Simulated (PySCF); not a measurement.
**Shapes and spin states of TaF3**

Computed with PySCF, B3LYP, basis Ta def2-SVP with ECP60, F def2-SVP (scalar-relativistic core potentials, no spin–orbit coupling, density fitting).

Relaxations began from a few typed shapes and spin states; open shells are unrestricted. The search is not exhaustive: other isomers or separated fragments can lie lower, and high-lying points may rest on an excited occupation.

**Question.** Order these stationary points by electronic energy, lowest first, in kJ/mol from the lowest minimum.
A. triplet C2v: Ta–F 1.882 Å (×2), Ta–F 1.912 Å; F–Ta–F 111.4° (×2), F–Ta–F 137.2°
B. triplet C2v: Ta–F 1.879 Å, Ta–F 1.898 Å (×2); F–Ta–F 101.5°, F–Ta–F 129.2° (×2)
C. singlet D3h: Ta–F 1.854 Å (×3); F–Ta–F 120.0° (×3)

**Answer.** C (0.0), B (46.9), A (48.3).

**Question.** Which of them are minima?

**Answer.** By energy in kJ/mol, 0.0: minimum; 46.9: minimum; 48.3: saddle point, 1 imaginary mode.

Formally Ta is in oxidation state +3, d2, with 0 unpaired electrons (the high-spin count would be 2). The polar-tensor charge on Ta, 1.41, is far below the formal one.

For the lowest minimum: spin–orbit coupling, left out here, can matter for elements this heavy.
